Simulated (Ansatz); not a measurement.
`[GeH3]/[N]=C1\O[SiH2]1` + `C[SiH3]` → `C[SiH2][GeH3]` + `N=C1O[SiH2]1` at 700 K and 1 bar (formal exchange of groups at a Ge–N bond).

Gas-phase electronic energies from Ansatz, PBE0-D4/def2-TZVP geometries. CCSD(T)/CBS adds triple-zeta CCSD(T) − MP2 to the extrapolated MP2 energy (def2 sets, frozen cores). This one scheme is used for every species. For Ge outer-core shells are correlated without core-valence functions, which leaves a few kJ/mol of doubt a bond. Scalar relativity is left out up to krypton. One conformer a species, not always the lowest.

```csv
species,CCSD(T)/CBS energy (Eh),H − E (kJ/mol),S (J/(mol·K))
`[GeH3]/[N]=C1\O[SiH2]1`,-2536.08022,222.6,483.1
`C[SiH3]`,-330.73916,210.8,332.0
`C[SiH2][GeH3]`,-2408.05773,280.1,460.4
`N=C1O[SiH2]1`,-458.76323,160.5,362.6
```

H − E and S are ideal-gas, rigid-rotor, harmonic terms from PBE0-D4/def2-TZVP, for one conformer and one mirror image of each species. 1 Eh = 2625.50 kJ/mol, R = 8.31446 J/(mol·K).

By hand: ΔE, ΔH, ΔS and ΔG.

ΔE = (-2408.05773) + (-458.76323) − (-2536.08022) − (-330.73916) = -0.00158 Eh = -4.1 kJ/mol. Δ(H − E) = 280.1 + 160.5 − 222.6 − 210.8 = 7.2, so ΔH = 3.1 kJ/mol. ΔS = 460.4 + 362.6 − 483.1 − 332.0 = 7.9 J/(mol·K). ΔG = 3.1 − 700 × (7.9)/1000 = -2.4 kJ/mol.

By hand: the equilibrium constant, and the temperature at which ΔG would vanish if ΔH and ΔS stayed fixed.

log₁₀ K = −ΔG/(RT ln 10) = 0.2. ΔG = 0 at ΔH/ΔS = 392 K, though so small a ΔH makes that figure unsure.

TΔS isn't small against ΔH here. The sign of ΔG lies within the doubt. A doubt of 5 kJ/mol in ΔE shifts log₁₀ K by 0.4 here. Other conformers and mirror images would add mixing entropy, several J/(mol·K) or more a flexible species. Modes under 60 cm⁻¹, often nearly free rotors, make the harmonic entropy too high. These are equilibria of isolated gas molecules and say nothing of rates. Largest T1 diagnostic: 0.017 (customary marks: 0.02 for closed shells, 0.045 for open ones).
